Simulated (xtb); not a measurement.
thiooxirane (C$_{2}$H$_{4}$S), singlet, geometry from GFN2-xTB; xtb with GFN1-xTB.

Here is a job for xtb.
```
$ xtb mol.xyz --gfn 1 --opt --json

# file mol.xyz
7

C      0.01173100    -0.72708757    -0.79850692
S      0.00262325    -0.01384904     0.85337863
C     -0.01656607     0.75261357    -0.77440663
H     -0.88881533    -1.25980956    -1.07214441
H      0.93050588    -1.22493589    -1.07717098
H      0.88233454     1.29402388    -1.03614401
H     -0.93698668     1.25915021    -1.03111744
```

Q: What does xtb print? Leave out banner, timings and long lists.

A: 
```
   ID    Z sym.   atoms
    1    6 C      1, 3
    2   16 S      2
    3    1 H      4-7

           -------------------------------------------------
          |                Calculation Setup                |
           -------------------------------------------------

           -------------------------------------------------
          |                 G F N 1 - x T B                 |
           -------------------------------------------------

          ...................................................
          :                      SETUP                      :
          :.................................................:
          :  # basis functions                  26          :
          :  # atomic orbitals                  25          :
          :  # shells                           15          :
          :  # electrons                        18          :
          :  # halogen bonds                     0          :
          :  max. iterations                   250          :
          :  Hamiltonian                  GFN1-xTB          :
          :  restarted?                      false          :
          :  GBSA solvation                  false          :
          :  PC potential                    false          :
          :  electronic temp.          300.0000000     K    :
          :  accuracy                    1.0000000          :
          :  -> integral cutoff          0.2500000E+02      :
          :  -> integral neglect         0.1000000E-07      :
          :  -> SCF convergence          0.1000000E-05 Eh   :
          :  -> wf. convergence          0.2000000E-04 e    :
          :  Broyden damping             0.4000000          :
          :  net charge                          0          :
          :  unpaired electrons                  0          :
          ...................................................

 iter      E             dE          RMSdq      gap      omega  full diag
   1    -10.1349612 -0.101350E+02  0.736E+00    4.91       0.0  T
   2    -10.1474087 -0.124475E-01  0.458E+00    4.58       1.0  T
   3    -10.1467291  0.679609E-03  0.611E-01    4.79       1.0  T
   4    -10.1485250 -0.179597E-02  0.219E-01    4.62       1.0  T
   5    -10.1486570 -0.132000E-03  0.223E-02    4.66       1.7  T
   6    -10.1486596 -0.261243E-05  0.176E-04    4.65     214.4  T
   7    -10.1486596  0.610552E-10  0.146E-04    4.65     259.5  T
   8    -10.1486596 -0.767670E-10  0.283E-07    4.65  100000.0  T

[...]
         :: total energy             -10.045676358619 Eh    ::
 * total energy  :   -10.0456764 Eh     change        0.3552714E-14 Eh
 * total energy  :   -10.0458413 Eh     change       -0.1649682E-03 Eh
 * total energy  :   -10.0458552 Eh     change       -0.1384847E-04 Eh
 * total energy  :   -10.0458584 Eh     change       -0.3221490E-05 Eh
   *** GEOMETRY OPTIMIZATION CONVERGED AFTER 4 ITERATIONS ***
         :: total energy             -10.045858396795 Eh    ::
[...]
        17                         -0.0147271              -0.4007
        18                         -0.0132496              -0.3605
        19                          0.0441027               1.2001
        20                          0.1980570               5.3894
       ...                                ...                  ...
        25                          0.4060638              11.0496
      -------------------------------------------------------------
                  HL-Gap            0.1711659 Eh            4.6577 eV
             Fermi-level           -0.3048554 Eh           -8.2955 eV

  Mulliken/CM5 charges         n(s)   n(p)   n(d)
     1C     0.01105 -0.08011   1.018  2.971  0.000
     2S    -0.14272 -0.18188   1.938  4.217 -0.012
     3C     0.01105 -0.08011   1.018  2.971  0.000
     4H     0.03015  0.08553   0.970  0.000  0.000
     5H     0.03015  0.08553   0.970  0.000  0.000
     6H     0.03015  0.08553   0.970  0.000  0.000
     7H     0.03015  0.08553   0.970  0.000  0.000

Wiberg/Mayer (AO) data.
largest (>0.10) Wiberg bond orders for each atom

 ---------------------------------------------------------------------------
     #   Z sym  total        # sym  WBO       # sym  WBO       # sym  WBO
 ---------------------------------------------------------------------------
     1   6 C    3.959 --     3 C    1.040     5 H    0.986     4 H    0.986
                             2 S    0.947
     2  16 S    1.952 --     1 C    0.947     3 C    0.947
     3   6 C    3.959 --     1 C    1.040     7 H    0.986     6 H    0.986
                             2 S    0.947
     4   1 H    1.014 --     1 C    0.986
     5   1 H    1.014 --     1 C    0.986
     6   1 H    1.014 --     3 C    0.986
     7   1 H    1.014 --     3 C    0.986
 ---------------------------------------------------------------------------

Topologies differ in total number of bonds
Writing topology from bond orders to xtbtopo.mol

 dipole moment from electron density (au)
     X       Y       Z
  -0.0018   0.0096  -0.5906  total (Debye):    1.501

optimized geometry written to: xtbopt.xyz

           -------------------------------------------------
          | TOTAL ENERGY              -10.045858396795 Eh   |
          | GRADIENT NORM               0.000515701661 Eh/α |
          | HOMO-LUMO GAP               4.657660590019 eV   |
           -------------------------------------------------

normal termination of xtb
```
